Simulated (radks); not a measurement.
The platinum ion Pt+ inside a hard spherical wall (all orbitals vanish at R), configuration held at [Xe] 4f14 5d9 and not refilled when levels cross. Calculated with a radial shooting solver on a logarithmic mesh with Libxc functionals: scalar-relativistic Kohn-Sham, r2SCAN, spin-polarised, spherical densities, finite nucleus; open shells are filled with parallel spins first (spin-orbit coupling, left out, can overturn this in heavy ions); meta-GGA in the generalised Kohn-Sham scheme; Fermi nuclear charge, rms radius 5.427 fm. Eigenvalues in eV for spin up, with the zero of energy where the potential of the charges vanishes at infinity; a dash marks a level that is unbound or too diffuse for the functional's potential to be trusted. A positive occupied level is held by the wall or, in an anion where self-interaction has pushed it up, behind a barrier. The pressure on the wall is -dE/dV.

| R (bohr) | E (hartree) | kinetic (hartree) | e(5s) | e(4f) | e(5p) | e(5d) | e(6s, empty) | e(6p, empty) | pressure (GPa) |
|---|---|---|---|---|---|---|---|---|---|
| free | -18411.4282 | 20524.783 | -112.29 | -78.982 | -66.103 | -14.757 | -12.726 | -6.154 | 0 |
| 20 | -18411.4282 | 20524.783 | -112.29 | -78.982 | -66.103 | -14.757 | -12.726 | -6.154 | < 0.0001 |
| 15 | -18411.4282 | 20524.783 | -112.29 | -78.982 | -66.103 | -14.757 | -12.726 | -6.153 | < 0.0001 |
| 8 | -18411.4282 | 20524.785 | -112.28 | -78.975 | -66.096 | -14.751 | -12.716 | -6.016 | 0.00536 |
| 6 | -18411.4250 | 20524.815 | -112.13 | -78.815 | -65.946 | -14.618 | -12.490 | -5.113 | 0.392 |
| 5 | -18411.4076 | 20524.948 | -111.58 | -78.243 | -65.424 | -14.148 | -11.690 | -3.214 | 3.55 |
| 4 | -18411.2960 | 20525.621 | -109.46 | -75.978 | -63.430 | -12.261 | -8.341 | 2.765 | 36.3 |
| 3.5 | -18411.0850 | 20526.718 | -106.81 | -73.070 | -60.969 | -9.752 | -3.589 | 10.166 | 127 |
| 3 | -18410.4985 | 20529.500 | -101.82 | -67.392 | -56.333 | -4.569 | 6.966 | 25.289 | 496 |
| 2.5 | -18408.6859 | 20537.593 | -92.083 | -55.748 | -46.988 | 6.995 | 32.497 | 58.948 | 2340 |
| 2 | -18402.0198 | 20565.615 | -70.683 | -29.453 | -24.328 | 36.674 | 102.14 | 143.04 | 14600 |
